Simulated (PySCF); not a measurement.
## Dipole response of Ca (calcium, neutral)

[Ar] 4s2, closed-shell 1S. Computed with PySCF 2.14 in ANO-RCC-VTZP, with the spin-free X2C one-electron Hamiltonian (Gaussian nucleus). Coupled (time-dependent) response in atomic units; α is the mean over directions. The basis has no added diffuse functions, which lowers α and C₆.

| method | mean α (bohr³) | C₆ (like pair) | S(−4) |
| --- | --- | --- | --- |
| UHF | 176.1 | 2606 | 14630 |
| PBE | 155.6 | 2142 | 11780 |
| PBE0 | 161.0 | 2259 | 12510 |
| B97-3 | 162.8 | 2297 | 12800 |
| M06-L | 126.6 | 1640 | 7230 |

S(−4) is the Cauchy moment in α(ω) = α(0) + S(−4) ω² + …

Reference α: 160.8 ± 4 bohr³ (recommended; Schwerdtfeger and Nagle, table of static dipole polarizabilities (2023 update)). Published C₆: 2163 (Chu and Dalgarno (2004); Tang, Norbeck and Certain (1976)).

α(iu) at PBE0:

```
u (hartree)  α(iu) (bohr³)
          0          161.0
     0.0500          134.9
      0.100          91.14
      0.200          40.81
      0.300          22.25
      0.500          10.17
      0.750          5.702
       1.00          3.862
       1.50          2.217
       2.00          1.454
       3.00         0.7596
       5.00         0.3094
```

A single London oscillator, α(iu) = α/(1 + u²/ω²), gives C₆ = (3/4) ω α². Matching the computed C₆ needs ω = 4 × 2259 / (3 × 161.0²) = 0.116 hartree.
